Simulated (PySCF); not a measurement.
Computed data sheet: `FC/C=C\N=C\OC(F)F`

Species: C5H6F3NO.
Numbering: `[F:1][CH2:2]/[CH:3]=[CH:4]\[N:5]=[CH:6]\[O:7][CH:8]([F:9])[F:10]` (hydrogens: H11, H12 on C2; H13 on C3; H14 on C4; H15 on C6; H16 on C8)

Among its groups: C=C double bond and C–F bond.

From PBE0-D3(BJ)/def2-SVP geometry optimisation, gas phase (PySCF):

```yaml
Point_group: C1
Rotational_constants_A_B_C: 2.532, 0.534, 0.471 GHz
```

**CAM-B3LYP/def2-SVPD ground state and vertical TDDFT (core frozen in the response) (PySCF)**

```yaml
Dipole_moment: 2.58 D
HOMO_energy: -8.61 eV
LUMO_energy: -0.28 eV
HOMO–LUMO_gap: 8.33 eV
Lowest_singlet_excitation: 5.45 eV (227 nm, f = 0.000)
Strongest_line_among_the_6_lowest_singlet_transitions: S2 at 5.77 eV (215 nm, f = 0.600)
Static_isotropic_polarisability: 81.7 au
Electronic_spatial_extent_⟨r²⟩_about_the_centre_of_nuclear_charge: 2142 bohr²
```

Monoisotopic mass (most abundant isotopes): 153.0401 u.

No computed singlet falls in the visible range (750 to 380 nm, 1.65 to 3.26 eV); S1 lies 2.19 eV above its blue end. The dipole equals about 8.6 × 10⁻³⁰ C·m (1 D = 3.33564 × 10⁻³⁰ C·m). S1 lies 2.88 eV below the HOMO–LUMO gap; its leading configuration is HOMO−1→LUMO, weight 0.95. With B = h/(8π²I), that is 505.379 GHz u Å² over I, the principal moments of inertia are 199.6, 946.1 and 1072.5 u Å² (most abundant isotopes). The rotational constants make it an asymmetric top with κ = (2B − A − C)/(A − C) = -0.94, nearer the prolate limit (−1). The 6 singlets span 5.45 to 7.57 eV, and their oscillator strengths add up to 0.72. The largest Löwdin shares of the HOMO are 0.29 on C3, 0.23 on C4, 0.14 on N5 and 0.10 on C6. The polarisability is 12.11 Å³ as a volume (1 au = 0.148185 Å³), or 1.05 au for each of the 78 electrons.

Conformer computed: `[F:1][CH2:2]/[CH:3]=[CH:4]\[N:5]=[CH:6]\[O:7][CH:8]([F:9])[F:10]`: F1–C2–C3–C4 135°, C3–C4–N5–C6 174°, N5–C6–O7–C8 -2°, C6–O7–C8–F9 -162°.

One conformer stands for the species.
